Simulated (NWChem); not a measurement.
CH₄GeO₃; SMILES O=[C](O)[GeH2][OH]

```xyz
9

O      1.1528     1.3720     0.7579
C      0.0927     1.0872     0.2395
O     -0.8483     2.0006    -0.0711
Ge    -0.3430    -0.8196    -0.2037
O      1.1465    -1.6326     0.3695
H     -0.5022     2.8782     0.1975
H     -0.5238    -1.0125    -1.7270
H     -1.5777    -1.3095     0.5875
H      1.7205    -0.9274     0.7213
```
Atoms are numbered in this order, from 1.

Results from NWChem. Pople sets run with spherical d functions. Coordinates come from a B3LYP/6-31G* (spherical d) optimisation. GIAO values for the isolated, static molecule; σ is the absolute isotropic shielding, δ = σ(reference) − σ with the isolated reference molecule computed at the same levels (13C: tetramethylsilane, 1H: tetramethylsilane, 17O: water).

```csv
level,δ C2 (ppm),δ O3 (ppm),σ Ge4 (ppm),δ O5 (ppm),δ H6 (ppm),δ H7 (ppm),δ H9 (ppm)
"LDA (Slater exchange, VWN5)/pcSseg-1",192.7,259.6,1316.0,10.5,7.08,6.10,1.44
B3LYP/6-31G*,172.9,199.8,1591.0,-5.6,6.44,5.87,1.29
PBE/pcSseg-1,185.8,248.2,1361.9,7.3,6.84,5.75,1.34
KT2/pcSseg-1,176.2,235.8,1423.6,4.7,6.67,5.68,1.22
```
